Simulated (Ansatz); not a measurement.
Start from `C[Si@@H]1[SiH2][Si@@H]1Cl` and change one atom or group to get `Cl[SiH]1[SiH2][SiH2]1`.

Ansatz, PBE0-D4/def2-TZVP geometries, multiplicity 1. 

```csv
property,`C[Si@@H]1[SiH2][Si@@H]1Cl`
LUMO energy (B3LYP/def2-TZVPP) / eV,-1.63
HOMO energy (PBE/def2-TZVPP) / eV,-5.68
HOMO–LUMO gap (PBE/def2-TZVPP) / eV,3.31
LUMO energy (PBE/def2-TZVPP) / eV,-2.37
size of the dipole moment (PBE/def2-TZVPP) / D,1.67
HOMO–LUMO gap (ωB97M-V/def2-TZVPP) / eV,8.92
```

(1) Give the same properties after the change, and the shifts. (Best estimate.)

Results:

(1) Ansatz gave: 
| property | `Cl[SiH]1[SiH2][SiH2]1` | shift |
| --- | --- | --- |
| LUMO energy (B3LYP/def2-TZVPP) / eV | -1.76 | -0.13 |
| HOMO energy (PBE/def2-TZVPP) / eV | -5.95 | -0.27 |
| HOMO–LUMO gap (PBE/def2-TZVPP) / eV | 3.43 | 0.12 |
| LUMO energy (PBE/def2-TZVPP) / eV | -2.52 | -0.15 |
| size of the dipole moment (PBE/def2-TZVPP) / D | 1.16 | -0.51 |
| HOMO–LUMO gap (ωB97M-V/def2-TZVPP) / eV | 9.09 | 0.17 |

With PBE0 the HOMO falls by 0.28 eV and the LUMO falls by 0.14 eV, so the gap widens by about 0.14 eV. PBE moves the HOMO by -0.27 eV and ωB97M-V by -0.28 eV. Dipoles are sizes alone; their direction can turn.

B3LYP here is the variant with VWN-RPA as its local correlation; programs differ in this.
